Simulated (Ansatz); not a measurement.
Geometry optimisation, RKS r2SCAN-D4/def2-SVP in Ansatz 0.2.0.

input.yaml

```yaml
crystal:
  periodic: [false, false, false]
  atoms:
    - { symbol: Li, position_ang: [-0.18783, -1.36367, 2.123] }
    - { symbol: Te, position_ang: [1.31728, -0.85047, 0.18103] }
    - { symbol: B, position_ang: [-0.12977, 0.46612, -0.57153] }
    - { symbol: H, position_ang: [-0.9052, 0.12798, -1.39018] }
    - { symbol: H, position_ang: [-0.09448, 1.62004, -0.34233] }
basis:
  gaussian: { orbitals: def2-SVP }
hamiltonian:
  xc: r2scan
  dispersion: d4
relax:
  f_tol: 0.015
  max_steps: 40
output:
  orbitals: {}
```

Launched with:

```bash
$ ansatz run input.yaml --threads 1 --pin off --max-ram 2048MiB --backend cpu --events-out ev --progress --plain --runs-dir out
```

Where does it end, and by what steps?

The forces met the threshold. After 18 steps the energy has fallen by 0.720 eV; H5 moved furthest, 1.31 Å. Joined: Li1–B3, Li1–H5.

```
step  energy less start (eV)  largest force component (eV/Å)  accepted
   0                  0.0000                           0.807       yes
   1                  0.0139                           0.844        no
   2                 -0.0656                           0.203       yes
   3                 -0.0694                           0.036       yes
   4                 -0.0698                           0.017       yes
   5                 -0.0702                           0.022       yes
   6                 -0.0717                           0.090       yes
   7                 -0.0753                           0.128       yes
   8                 -0.0847                           0.173       yes
   9                 -0.1534                           0.194       yes
  10                 -0.2182                           0.493       yes
  11                 -0.3522                           0.411       yes
  12                 -0.5056                           0.386       yes
  13                 -0.6437                           0.396       yes
  14                 -0.6863                           0.469       yes
  15                 -0.6873                           0.543       yes
  16                 -0.7199                           0.044       yes
  17                 -0.7199                           0.034        no
  18                 -0.7205                           0.010       yes
```

```xyz
5
Properties=species:S:1:pos:R:3
Li 0.058 -0.144 1.738
Te 1.253 -1.353 -0.078
B -0.136 0.170 -0.491
H -0.441 0.553 -1.591
H -0.735 0.773 0.421
```

Whether the end is a true minimum wasn't checked by a vibrational analysis.

Time of the run: 67 s on 1 thread of Arm Neoverse V1, on a shared host, peak memory 0.14 GiB.
